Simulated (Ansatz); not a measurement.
Ansatz (a first-principles code) job for Si(H)(Cl)3 anion (Cl3HSi), SMILES Cl[SiH](Cl)Cl (connectivity only; charge and spin as stated), charge -1, multiplicity 2, r2SCAN-D4/def2-SVPD. 

Ansatz 0.2 input:
```yaml
crystal:
  periodic: [false, false, false]
  atoms:
    - {symbol: Si, position_ang: [0.04928592, -0.38411576, -0.00000000]}
    - {symbol: Cl, position_ang: [-0.00135241, 1.68682368, 0.00000000]}
    - {symbol: Cl, position_ang: [-0.06254223, -0.66295899, -2.26001114]}
    - {symbol: Cl, position_ang: [-0.06254223, -0.66295899, 2.26001114]}
    - {symbol: H, position_ang: [1.45942415, -0.75777628, -0.00000001]}
basis:
  gaussian:
    orbitals: def2-SVPD
hamiltonian:
  xc: r2scan
  dispersion: d4
total_charge: -1
magnetization: {spin_polarized: true, initial_magnetization: 1}
relax: {f_tol: 0.002, max_steps: 200}
```

Log of the run:

```
WARN ansatz: RAYON_NUM_THREADS=1 ignored (pool sized by the plan → 1); use --threads N
Functional definition: r2SCAN
integrals: 0.06 GiB planned
1120 factors; their error is unknown
mean field: 0.47 GiB planned
mean field evaluation 1: about -45449.4089 eV, gradient 9.7e0 eV
mean field evaluation 2: about -45449.1520 eV, gradient 1.2e1 eV
mean field evaluation 4: about -45450.0951 eV, gradient 6.7e-1 eV
mean field evaluation 8: about -45450.0619 eV, gradient 4.2e-2 eV
mean field evaluation 16: about -45450.0619 eV, gradient 2.2e-5 eV
mean field -45450.06191214 eV, -1670.2589681127 hartree, gradient 2.2e-5 eV, S^2 0.754051; 0 other end points of the search recorded, 0 dependent functions left out
the calculation of the forces begins
reference -45450.06193985 eV, -1670.2589691310 hartree; 34, 33 occupied and 79, 80 virtual orbitals, 1120 factors
relax step   1: F+E_penalty+E_count = -45450.10536948 eV  Δ(F+E_penalty+E_count) = +0.000e0 eV  max|allowed force component| = 1.262e0 eV/Å  Δτ_max = 0.0000 Å  (33 SCF iters, accepted)
these checks for a lower state are left out or cut short: starts, cluster_reference, orbital_swaps, neighbouring_geometries, increment
integrals: 0.06 GiB planned
1120 factors; their error is unknown
mean field: 0.47 GiB planned
mean field -45450.15310228 eV, -1670.2623192884 hartree, gradient 2.0e-5 eV, S^2 0.754411; 0 other end points of the search recorded, 0 dependent functions left out
the calculation of the forces begins
reference -45450.15313014 eV, -1670.2623203123 hartree; 34, 33 occupied and 79, 80 virtual orbitals, 1120 factors
relax step   2: F+E_penalty+E_count = -45450.19657194 eV  Δ(F+E_penalty+E_count) = -9.120e-2 eV  max|allowed force component| = 2.527e-1 eV/Å  Δτ_max = 0.0878 Å  (33 SCF iters, accepted)
these checks for a lower state are left out or cut short: starts, cluster_reference, orbital_swaps, neighbouring_geometries, increment
integrals: 0.06 GiB planned
1120 factors; their error is unknown
mean field: 0.47 GiB planned
mean field evaluation 32: about -45450.1589 eV, gradient 2.1e-5 eV
mean field -45450.15890235 eV, -1670.2625324373 hartree, gradient 2.1e-5 eV, S^2 0.754609; 0 other end points of the search recorded, 0 dependent functions left out
the calculation of the forces begins
reference -45450.15893031 eV, -1670.2625334646 hartree; 34, 33 occupied and 79, 80 virtual orbitals, 1120 factors
relax step   3: F+E_penalty+E_count = -45450.20239403 eV  Δ(F+E_penalty+E_count) = -5.822e-3 eV  max|allowed force component| = 9.270e-2 eV/Å  Δτ_max = 0.0613 Å  (35 SCF iters, accepted)
these checks for a lower state are left out or cut short: starts, cluster_reference, orbital_swaps, neighbouring_geometries, increment
integrals: 0.06 GiB planned
1120 factors; their error is unknown
mean field: 0.47 GiB planned
mean field -45450.16072131 eV, -1670.2625992828 hartree, gradient 2.6e-5 eV, S^2 0.754571; 0 other end points of the search recorded, 0 dependent functions left out
the calculation of the forces begins
reference -45450.16074926 eV, -1670.2626003098 hartree; 34, 33 occupied and 79, 80 virtual orbitals, 1120 factors
relax step   4: F+E_penalty+E_count = -45450.20420226 eV  Δ(F+E_penalty+E_count) = -1.808e-3 eV  max|allowed force component| = 1.625e-2 eV/Å  Δτ_max = 0.0170 Å  (35 SCF iters, accepted)
these checks for a lower state are left out or cut short: starts, cluster_reference, orbital_swaps, neighbouring_geometries, increment
integrals: 0.06 GiB planned
1120 factors; their error is unknown
mean field: 0.47 GiB planned
mean field -45450.16078100 eV, -1670.2626014763 hartree, gradient 1.7e-5 eV, S^2 0.754570; 0 other end points of the search recorded, 0 dependent functions left out
the calculation of the forces begins
reference -45450.16080895 eV, -1670.2626025035 hartree; 34, 33 occupied and 79, 80 virtual orbitals, 1120 factors
relax step   5: F+E_penalty+E_count = -45450.20425282 eV  Δ(F+E_penalty+E_count) = -5.056e-5 eV  max|allowed force component| = 3.619e-3 eV/Å  Δτ_max = 0.0025 Å  (29 SCF iters, accepted)
these checks for a lower state are left out or cut short: starts, cluster_reference, orbital_swaps, neighbouring_geometries, increment
integrals: 0.06 GiB planned
1120 factors; their error is unknown
mean field: 0.47 GiB planned
mean field -45450.16079585 eV, -1670.2626020220 hartree, gradient 2.6e-5 eV, S^2 0.754570; 0 other end points of the search recorded, 0 dependent functions left out
the calculation of the forces begins
reference -45450.16082381 eV, -1670.2626030495 hartree; 34, 33 occupied and 79, 80 virtual orbitals, 1120 factors
relax step   6: F+E_penalty+E_count = -45450.20426282 eV  Δ(F+E_penalty+E_count) = -1.000e-5 eV  max|allowed force component| = 2.108e-3 eV/Å  Δτ_max = 0.0020 Å  (29 SCF iters, accepted)
these checks for a lower state are left out or cut short: starts, cluster_reference, orbital_swaps, neighbouring_geometries, increment
integrals: 0.06 GiB planned
1120 factors; their error is unknown
mean field: 0.47 GiB planned
mean field -45450.16079614 eV, -1670.2626020326 hartree, gradient 2.3e-5 eV, S^2 0.754570; 0 other end points of the search recorded, 0 dependent functions left out
the calculation of the forces begins
reference -45450.16082410 eV, -1670.2626030601 hartree; 34, 33 occupied and 79, 80 virtual orbitals, 1120 factors
relax step   7: F+E_penalty+E_count = -45450.20426305 eV  Δ(F+E_penalty+E_count) = -2.282e-7 eV  max|allowed force component| = 1.290e-4 eV/Å  Δτ_max = 0.0002 Å  (24 SCF iters, accepted)
integrals: 0.06 GiB planned
1120 factors; their error is unknown
mean field: 0.47 GiB planned
mean field evaluation 64: about -45449.0269 eV, gradient 1.4e1 eV
mean field -45450.16079614 eV, -1670.2626020326 hartree, gradient 2.3e-5 eV, S^2 0.754570; 1 other end points of the search recorded, 0 dependent functions left out
the calculation of the forces begins
reference -45450.16082410 eV, -1670.2626030601 hartree; 34, 33 occupied and 79, 80 virtual orbitals, 1120 factors
Total energy: -45450.20429101 eV, -1670.2642004397 hartree
Atom 0 at     0.087007    -0.379633    -0.000000 Å, force     0.000021     0.000011     0.000000 eV/Å
Atom 1 at     0.051873     1.778191    -0.000000 Å, force     0.000001     0.000070    -0.000000 eV/Å
Atom 2 at    -0.154771    -0.748945    -2.265914 Å, force    -0.000007    -0.000039    -0.000129 eV/Å
Atom 3 at    -0.154771    -0.748945     2.265914 Å, force    -0.000007    -0.000039     0.000129 eV/Å
Atom 4 at     1.552936    -0.681654    -0.000000 Å, force    -0.000008    -0.000003    -0.000000 eV/Å
Dipole moment:     0.068431     0.122793    -0.000000 e Å
```

Self-consistency was reached.

Cost: around 70 core-seconds (rough).
